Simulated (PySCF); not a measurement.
A side-by-side comparison of computed properties.

First species: C7H10OSSi.
Structure used (GFN2-xTB), in Å, numbered top down from 1:
```
atom  x, y, z in Å
C1     3.1648   -2.0792   -0.3174
C2     2.7986   -0.9358   -0.3778
Si3    2.2431    0.8373   -0.4570
C4     0.3581    0.7360   -0.2339
C5    -0.3219   -0.4050   -0.0706
S6    -2.0327   -0.6347    0.1585
C7    -2.0803   -2.4469    0.3017
C8    -0.1434    2.0991   -0.2669
C9    -1.6045    2.3908   -0.0989
O10    0.6849    2.9842   -0.4325
H11    3.4891   -3.0796   -0.2648
H12    2.8499    1.5401    0.6712
H13    2.5797    1.3589   -1.7792
H14    0.2207   -1.3404   -0.0712
H15   -1.4597   -2.7611    1.1356
H16   -1.7361   -2.8942   -0.6263
H17   -3.1148   -2.7195    0.4842
H18   -1.9485    2.0116    0.8625
H19   -1.7758    3.4632   -0.1537
H20   -2.1762    1.8859   -0.8762
```

Second species: C₃H₄Cl₆Si.
InChI=1S/C3H4Cl6Si/c4-1-2(3(5)6)10(7,8)9/h2-3H,1H2/t2-/m1/s1

Levels: PBE0/pcSseg-1 for dipole moment, HOMO energy, LUMO energy and HOMO–LUMO gap; GFN2-xTB for rotational constant A and rotational constant C. Geometries: GFN2-xTB. Each species is one conformer at its optimised geometry, gas phase, non-relativistic unless stated. Electronic properties by PySCF.

The conformers computed, where there is a choice (atom-mapped SMILES and torsion angles):
- `[CH:1]#[C:2][SiH2:3]/[C:4](=[CH:5]/[S:6][CH3:7])[C:8]([CH3:9])=[O:10]`: C2–Si3–C4–C5 0°, C4–C5–S6–C7 180°, Si3–C4–C8–C9 -179°
- `[Cl:1][CH2:2][C@H:3]([CH:4]([Cl:5])[Cl:6])[Si:7]([Cl:8])([Cl:9])[Cl:10]`: Cl1–C2–C3–C4 -179°, C2–C3–C4–Cl5 -62°, C2–C3–Si7–Cl8 -90°

| property | column X | column Y |
| --- | --- | --- |
| dipole moment | 5.17 D | 1.12 D |
| HOMO energy | -6.89 eV | -8.78 eV |
| LUMO energy | -1.73 eV | -0.63 eV |
| HOMO–LUMO gap | 5.16 eV | 8.15 eV |
| rotational constant A | 1.028 GHz | 0.584 GHz |
| rotational constant C | 0.448 GHz | 0.331 GHz |

Q: Which column belongs to which species?

A: Column X is the first species and column Y the second. The first has 20 atoms and 90 electrons, the second 14 and 138.

Q: How does each property change from the first species to the second?

A: dipole moment -4.05 D; HOMO energy -1.89 eV; LUMO energy +1.10 eV; HOMO–LUMO gap +2.99 eV; rotational constant A -0.444 GHz; rotational constant C -0.117 GHz.

On the first: The dipole equals about 17.2 × 10⁻³⁰ C·m (1 D = 3.33564 × 10⁻³⁰ C·m).

On the second: The dipole matches unit charges of opposite sign 0.23 Å apart (1 e·Å = 4.8032 D). A dipole of 1.12 D is allowed in C1, and pure rotational transitions are dipole-allowed.
